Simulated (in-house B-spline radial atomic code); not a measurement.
# How G0W0 and RPA depend on the start: Sr5+

Configuration [Ar] 3d10 4s2 4p3, highest spin. Computed with an all-electron radial atomic-structure program (B-spline basis): all electrons, non-relativistic, point nucleus, each spin shell either full or empty, empty states to l = 9 with an (l + 1/2)⁻⁴ tail; G0W0 by contour deformation at full frequency.

Without relativity these are model numbers: it shifts the levels of so heavy an element strongly and can reorder them.

```
            start  mean-field 4p up (eV)  G0W0 (eV)  QP weight  RPA correlation (Eh)
     Hartree-Fock                 -88.84     -89.50      0.973               -2.2642
         LDA VWN5                 -81.21          ?          ?                     ?
              PBE                 -81.19     -89.19      0.951               -2.4587
             PBE0                 -83.36     -89.28      0.959               -2.4045
           r2SCAN                 -81.99     -89.25      0.955               -2.4243
            HSE06                 -82.89     -89.27      0.958               -2.4089
  B3LYP (VWN-RPA)                 -82.78          ?          ?                     ?
             SCAN                 -82.06     -89.23      0.956               -2.4229
             TPSS                 -81.46     -89.23      0.952               -2.4482
        BHandHLYP                 -85.18     -89.36      0.965               -2.3554
        CAM-B3LYP                 -84.68     -89.34      0.963               -2.3951
          LC-wPBE                 -86.33     -89.39      0.967               -2.3974
            wB97X                 -85.80     -89.34      0.967               -2.3849
           PBEsol                 -81.17     -89.19      0.951                 -2.46
             BLYP                 -80.86     -89.17      0.950               -2.4601
          r2SCAN0                 -83.91     -89.32      0.962               -2.3814
LDA exchange-only                 -79.95     -89.24      0.949               -2.4619
```

Task: What G0W0 level, weight and RPA correlation energy follow from the B3LYP (VWN-RPA) start?

Result: G0W0 level -89.26 eV, weight 0.958, RPA correlation -2.4164 hartree.

Task: What G0W0 level, weight and RPA correlation energy follow from the LDA VWN5 start?

Result: G0W0 level -89.19 eV, weight 0.951, RPA correlation -2.4625 hartree.

Task: How much of the dependence on the start does G0W0 remove?

Result: The mean-field levels span 8.89 eV and the G0W0 levels 0.328 eV. Against 88 ± 2 eV (NIST, tabulated theory) the G0W0 removal energies are off by +1.17 to +1.50 eV, with relativity, Breit and QED terms left out.
